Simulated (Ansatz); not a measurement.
C2H6OSi, SMILES C[SiH2]C=O.

The structure is a stationary point at B3LYP-D3(BJ)/def2-SVP. The values are those of a single conformer.

Two levels are set side by side: PBE/def2-SVPD (Ansatz, a program for electronic structure) and PBE0/def2-SVPD (Ansatz). Energy differences of separate SCF runs at the same geometry; the states with an electron removed or added have multiplicity 2 and 2. Differences are taken from unrounded values.

```json
[
 {"quantity": "vertical ionisation energy (eV)", "PBE0": "9.35", "PBE": "9.16", "PBE minus PBE0": "-0.19"},
 {"quantity": "vertical singlet–triplet gap (eV)", "PBE0": "2.48", "PBE": "2.50", "PBE minus PBE0": "0.02"}
]
```
